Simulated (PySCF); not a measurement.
ClLi, charge -1, doublet, geometry from GFN2-xTB (such geometries of metal compounds can be far from the true shape) (a state made from the parent by changing its charge; the spin is typed, not shown lowest), with bond 1-2 at 3.0 times its length; PySCF with HF/def2-SVP.

Here is a job for PySCF.
```python
from pyscf import gto, scf

mol = gto.Mole()
mol.atom = '''
    Li    0.000000    0.000000   -6.827853
    Cl    0.000000    0.000000    0.359361
'''
mol.basis = 'def2-svp'
mol.charge = -1
mol.spin = 1
mol.verbose = 4
mol.build()

mf = scf.UHF(mol)
mf.kernel()
mo_i, mo_e, stable_i, stable_e = mf.stability(internal=True, external=True, return_status=True, nroots=6, tol=1e-6)
print('internally stable:', stable_i, ' externally stable:', stable_e)
if not stable_i:
    umf = mf.copy()
    umf.scf_summary = {}
    umf.kernel(umf.make_rdm1(mo_i, mf.mo_occ))
mf.analyze()
```

Q: Predict the main parts of the log of this PySCF run.

A: 
```
PySCF version 2.14.0

[INPUT] verbose = 4
[INPUT] num. atoms = 2
[INPUT] num. electrons = 21
[INPUT] charge = -1
[INPUT] spin (= nelec alpha-beta = 2S) = 1
[INPUT] symmetry False subgroup None
[INPUT] Mole.unit = angstrom
[INPUT] Symbol           X                Y                Z      unit          X                Y                Z       unit  Magmom
[...]
nuclear repulsion = 3.75500684366988
number of shells = 13
number of NR pGTOs = 52
number of NR cGTOs = 27
basis = def2-svp
ecp = {}

******** <class 'pyscf.scf.uhf.UHF'> ********
method = UHF
initial guess = minao
damping factor = 0
level_shift factor = 0
DIIS = <class 'pyscf.scf.diis.CDIIS'>
diis_start_cycle = 1
diis_space = 8
diis_damp = 0
SCF conv_tol = 1e-09
SCF conv_tol_grad = None
SCF max_cycles = 50
direct_scf = True
direct_scf_tol = 1e-13
number electrons alpha = 11  beta = 10
Set gradient conv threshold to 3.16228e-05
init E= -466.442011020938

cycle= 1 E= -466.765534397995  delta_E= -0.324  |g|= 0.239  |ddm|= 0.629
cycle= 2 E= -466.795252438189  delta_E= -0.0297  |g|= 0.067  |ddm|= 0.475
cycle= 3 E= -466.797495022749  delta_E= -0.00224  |g|= 0.00808  |ddm|= 0.107
cycle= 4 E= -466.797851537435  delta_E= -0.000357  |g|= 0.00447  |ddm|= 0.0722
cycle= 5 E= -466.798017412908  delta_E= -0.000166  |g|= 0.00146  |ddm|= 0.0651
cycle= 6 E= -466.798034587599  delta_E= -1.72e-05  |g|= 0.000413  |ddm|= 0.0121
cycle= 7 E= -466.798036094714  delta_E= -1.51e-06  |g|= 3.35e-05  |ddm|= 0.00737
cycle= 8 E= -466.798036103388  delta_E= -8.67e-09  |g|= 3.76e-06  |ddm|= 0.000602
cycle= 9 E= -466.798036103432  delta_E= -4.37e-11  |g|= 3.57e-07  |ddm|= 2.28e-05
Extra cycle  E= -466.798036103433  delta_E= -9.66e-13  |g|= 1.66e-07  |ddm|= 1.88e-06
converged SCF energy = -466.798036103433  <S^2> = 0.7500039  2S+1 = 2.0000039
uhf_internal: lowest eigs of H = [0.1645346  0.1645347  0.17405282 0.20639456 0.20874202 0.20874202]
<class 'pyscf.scf.uhf.UHF'> wavefunction is stable in the internal stability analysis
uhf_real2complex: lowest eigs of H = [0.08343043 0.08343047 0.08816958 0.10341785 0.1043951  0.10439512]
<class 'pyscf.scf.uhf.UHF'> wavefunction is stable in the real -> complex stability analysis
uhf_external: lowest eigs of H = [-1.03313290e-10  8.34213664e-02  8.81579379e-02  1.03051675e-01
  1.04342122e-01  1.38092577e-01]
<class 'pyscf.scf.uhf.UHF'> wavefunction is stable in the UHF/UKS -> GHF/GKS stability analysis
internally stable: True  externally stable: True
**** SCF Summaries ****
Total Energy =                        -466.798036103432935
Nuclear Repulsion Energy =               3.755006843669884
One-electron Energy =                 -659.612220316217417
Two-electron Energy =                  189.059177369114593
Two-electron Coulomb Energy =          218.705240044295863
DFT Exchange-Correlation Energy =      -29.646062675181270
**** MO energy ****
                             alpha | beta                alpha | beta
[...]
To work with the spin densities directly, `use mulliken_meta_spin()` only printing them here.

 ** Mulliken spin pop alpha/beta on meta-lowdin orthogonal AOs **
 ** Mulliken Spin Density (per AO)  **
spin_pop of  0 Li 1s        0.00017
spin_pop of  0 Li 2s        0.98227
spin_pop of  0 Li 3s        0.00070
spin_pop of  0 Li 2px       0.00000
spin_pop of  0 Li 2py       0.00000
spin_pop of  0 Li 2pz       0.01592
spin_pop of  0 Li 3px      -0.00000
spin_pop of  0 Li 3py      -0.00000
spin_pop of  0 Li 3pz       0.00054
spin_pop of  1 Cl 1s        0.00000
spin_pop of  1 Cl 2s       -0.00000
spin_pop of  1 Cl 3s        0.00001
spin_pop of  1 Cl 4s       -0.00000
spin_pop of  1 Cl 2px      -0.00000
spin_pop of  1 Cl 2py      -0.00000
spin_pop of  1 Cl 2pz       0.00000
spin_pop of  1 Cl 3px       0.00000
spin_pop of  1 Cl 3py       0.00000
spin_pop of  1 Cl 3pz       0.00039
spin_pop of  1 Cl 4px      -0.00000
spin_pop of  1 Cl 4py      -0.00000
spin_pop of  1 Cl 4pz      -0.00000
spin_pop of  1 Cl 3dxy      0.00000
spin_pop of  1 Cl 3dyz      0.00000
spin_pop of  1 Cl 3dz^2     0.00000
spin_pop of  1 Cl 3dxz      0.00000
spin_pop of  1 Cl 3dx2-y2   -0.00000
 ** Mulliken Spin Density (per atom)  **
spin density of  0 Li =      0.99961
spin density of  1 Cl =      0.00039
 ** Mulliken pop alpha/beta on meta-lowdin orthogonal AOs **
 ** Mulliken pop       alpha | beta **
[...]
In total            11.00000 | 10.00000
 ** Mulliken atomic charges   ( Nelec_alpha | Nelec_beta ) **
charge of  0Li =     -0.00186  (     2.00074      1.00112 )
charge of  1Cl =     -0.99814  (     8.99926      8.99888 )

WARN: System has nonzero charge -1; the dipole moment is origin-dependent.
Location of origin: [0. 0. 0.]

Dipole moment(X, Y, Z, Debye):  0.00000, -0.00000, -0.30048
```
